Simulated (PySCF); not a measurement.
A GIAO shielding run with PySCF 2.14.0 with density-fitted response routines (density fitting, non-relativistic, gas phase) on `N#C[SiH2]N([SiH3])[SiH2][N-][SiH3]`, [CH10N3Si4]-:

```
$ OMP_NUM_THREADS=1 python probes_run.py task.json out

{"job": {"kind": "nmr", "xc": "PBE0", "basis": "pcSseg-1"}, "charge": -1, "multiplicity": 1}
N     -4.224107     0.947009     1.794193
C     -3.121265     0.976349     1.477403
Si    -1.305924     1.108760     1.019532
N     -1.005113     0.064564    -0.287773
Si    -1.660022    -1.509888    -0.458183
Si     0.599524     0.369235    -1.072750
N      1.763742    -0.042941     0.028277
Si     3.436337    -0.167541    -0.018034
H     -0.624521     0.877668     2.303178
H     -1.170126     2.515110     0.611057
H     -3.024668    -1.496208     0.093706
H     -1.751247    -1.836937    -1.887570
H     -0.911444    -2.580313     0.216189
H      0.438486    -0.351845    -2.362071
H      0.440534     1.794981    -1.477031
H      3.910306    -0.526811     1.339130
H      4.009346    -1.196193    -0.932535
H      4.191403     1.061319    -0.398376
```

Hardware: 1 thread of an Arm Neoverse V2, shared host. The job also computes population analyses, field gradients.

Question: How large is the calculation?

Answer: 94 electrons, 214 basis functions and 1195 auxiliary functions.

Question: How long does it take, and how much memory does it need?

Answer: 50 s of wall time, with 15 SCF cycles and 5 response iterations; peak memory 1 GiB. Times on a shared host scatter by some tens of per cent.
